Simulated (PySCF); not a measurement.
H3O3Si (SMILES O[Si](O)O), doublet, geometry from GFN2-xTB; DF-HF/STO-3G (PySCF).

Here is a job for PySCF.
```python
from pyscf import gto, scf

mol = gto.M(
    atom='''
O    -0.843175   -0.876036   -0.914558
Si   -0.169416   -0.080382    0.342912
O    -0.285085    1.517739   -0.033164
O     1.370660   -0.579478    0.490977
H    -1.581782   -0.473457   -1.362889
H     0.234136    2.152053    0.452111
H     1.780269   -1.051053   -0.236026
''',
    basis='sto-3g',
    charge=0,
    spin=1,
    verbose=3,
)

mf = scf.UHF(mol)
mf = mf.density_fit(auxbasis='def2-universal-jkfit')
mf.kernel()
mf.analyze()
```

It wrote (shortened):

```
converged SCF energy = -508.858310120713  <S^2> = 0.75643836  2S+1 = 2.006428
**** MO energy ****
                             alpha | beta                alpha | beta
MO #1   energy= -67.9904475963782  | -67.9829428381187  occ= 1 | 1
MO #2   energy= -20.1687665901199  | -20.163347115777   occ= 1 | 1
MO #3   energy= -20.1662433589865  | -20.1624573733128  occ= 1 | 1
MO #4   energy= -20.1587833154401  | -20.1556359613242  occ= 1 | 1
MO #5   energy= -5.9838212217153   | -5.97001263171817  occ= 1 | 1
MO #6   energy= -4.01493918355866  | -3.99864171393423  occ= 1 | 1
MO #7   energy= -4.00315901955061  | -3.99833067599598  occ= 1 | 1
MO #8   energy= -4.00241134138559  | -3.98541231060419  occ= 1 | 1
MO #9   energy= -1.26979470613571  | -1.25076688012797  occ= 1 | 1
MO #10  energy= -1.23022048206272  | -1.20968675496276  occ= 1 | 1
MO #11  energy= -1.22381818155838  | -1.20837039916524  occ= 1 | 1
MO #12  energy= -0.675918156633021 | -0.64680350537107  occ= 1 | 1
MO #13  energy= -0.583279481184741 | -0.569745279541469 occ= 1 | 1
MO #14  energy= -0.574900307612865 | -0.563154391606117 occ= 1 | 1
MO #15  energy= -0.463481659289109 | -0.423967914843428 occ= 1 | 1
MO #16  energy= -0.43167842742772  | -0.39392110056246  occ= 1 | 1
MO #17  energy= -0.406056199386878 | -0.371636781765333 occ= 1 | 1
MO #18  energy= -0.381801969003309 | -0.362626635976081 occ= 1 | 1
MO #19  energy= -0.366072255668661 | -0.343980811094687 occ= 1 | 1
MO #20  energy= -0.347756817185243 | -0.333307076502045 occ= 1 | 1
MO #21  energy= -0.20701845667757  | 0.23448946707326   occ= 1 | 0
MO #22  energy= 0.514206517621522  | 0.543473245632215  occ= 0 | 0
MO #23  energy= 0.527743363993191  | 0.559886152875419  occ= 0 | 0
MO #24  energy= 0.534116100624527  | 0.577534169255171  occ= 0 | 0
MO #25  energy= 0.749771437692813  | 0.761523291458443  occ= 0 | 0
MO #26  energy= 0.768913015905504  | 0.782574429055279  occ= 0 | 0
MO #27  energy= 0.779436513587665  | 0.800735682083218  occ= 0 | 0

To work with the spin densities directly, `use mulliken_meta_spin()` only printing them here.

 ** Mulliken spin pop alpha/beta on meta-lowdin orthogonal AOs **
 ** Mulliken Spin Density (per atom)  **
spin density of  0 O =      0.09738
spin density of  1 Si =      0.69711
spin density of  2 O =      0.14606
spin density of  3 O =      0.05283
spin density of  4 H =     -0.00443
spin density of  5 H =     -0.00869
spin density of  6 H =      0.01974
 ** Mulliken pop alpha/beta on meta-lowdin orthogonal AOs **
 ** Mulliken atomic charges   ( Nelec_alpha | Nelec_beta ) **
charge of  0O =     -0.38986  (     4.24362      4.14624 )
charge of  1Si =      0.78856  (     6.95427      6.25716 )
charge of  2O =     -0.38594  (     4.26600      4.11994 )
charge of  3O =     -0.39601  (     4.22442      4.17159 )
charge of  4H =      0.13036  (     0.43260      0.43703 )
charge of  5H =      0.12708  (     0.43211      0.44080 )
charge of  6H =      0.12581  (     0.44696      0.42723 )
Dipole moment(X, Y, Z, Debye): -0.54279,  0.54093,  0.53938
```
